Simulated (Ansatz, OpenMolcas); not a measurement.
**SiN2H6O (SMILES N[SiH](N)O): the energy, rung by rung**

SiN2H6O has 10 atoms, charge 0, and is taken as a singlet. As SMILES, `N[SiH](N)O`. The coordinates come from a PBE0-D4/def2-TZVP relaxation. This is one conformer, not always the lowest.

```xyz
10

N    -0.7755    1.2155   -0.1378
Si    0.4923    0.0857    0.0871
N    -0.2486   -1.2498    0.8474
O     1.2067   -0.1183   -1.3842
H    -0.6207    2.0363   -0.7002
H    -1.4132    1.4053    0.6182
H     1.6427    0.4595    0.9440
H    -1.1235   -1.6250    0.5197
H     0.3023   -1.9429    1.3253
H     0.6208   -0.3174   -2.1166
```

Quantity: the energy change with the Si2–N3 bond stretched from 1.706 to 1.962 Å, in eV. The values are calculated.

```
                         level                    kind     program  value (eV)  CPU time (all runs)
   SVWN5/def2-SVP (restricted)                     LDA      Ansatz        0.61                8.3 s
     PBE/def2-SVP (restricted)                     GGA  OpenMolcas        0.49                 56 s
   M06-L/def2-SVP (restricted)                meta-GGA  OpenMolcas        0.58                 69 s
  r2SCAN/def2-SVP (restricted)                meta-GGA      Ansatz        0.57                 25 s
    PBE0/def2-SVP (restricted)           global hybrid  OpenMolcas        0.59                 53 s
 wB97M-V/def2-SVP (restricted)  range-separated hybrid      Ansatz        0.59              2.6 min
RPA@PBE0/def2-SVP (restricted)                     RPA      Ansatz        0.57                 29 s
     MP2/def2-SVP (restricted)     perturbation theory  OpenMolcas        0.60                 11 s
```

The first shape isn't each level's own minimum. The values span 0.49 to 0.61 eV. Times are those of the runs behind each value, whatever else they computed, on shared processors of several kinds: orders of magnitude only.
